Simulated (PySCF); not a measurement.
CH₄FNOSi₂, SMILES F[Si@H]1N=CO[SiH2]1. Atoms are numbered in the order given.

```xyz
10

F     -0.5430     2.1897    -0.5244
Si    -0.4752     0.9111     0.4782
N     -1.4574    -0.4011    -0.1238
C     -0.8378    -1.4587    -0.4779
O      0.4950    -1.6854    -0.4099
Si     1.4629    -0.3917     0.2450
H     -0.9148     1.3824     1.8142
H     -1.3583    -2.3368    -0.8970
H      2.1154    -0.9292     1.4712
H      2.4864    -0.0531    -0.7807
```
Charge 0, spin multiplicity 1.

The structure is a stationary point at r2SCAN-D4/def2-SVP. The structure was generated by enumeration; whether it is a known compound was not checked.

The numbers are results of PBE0/pcSseg-1 run with PySCF, not measurements.

GIAO shieldings, no solvent; atoms listed in one row are averaged. δ = σ(ref) − σ: ¹⁹F against CFCl3 (σ = 167.2 ppm); ²⁹Si against TMS (σ = 352.7 ppm); ¹⁵N against NH3 (σ = 267.4 ppm); ¹³C against TMS (σ = 186.3 ppm); ¹⁷O against H2O (σ = 334.2 ppm); ¹H against TMS (σ = 31.56 ppm), references at their B3LYP-D3(BJ)/def2-TZVP geometries, non-relativistic.

```
nucleus  atoms  count  δ (ppm)
-------  -----  -----  -------
¹⁹F         F1      1   -197.5
²⁹Si       Si2      1     13.6
²⁹Si       Si6      1    -36.2
¹⁵N         N3      1    265.9
¹³C         C4      1    174.5
¹⁷O         O5      1    205.2
¹H          H8      1     7.89
¹H          H7      1     5.98
¹H         H10      1     5.00
¹H          H9      1     4.73
```
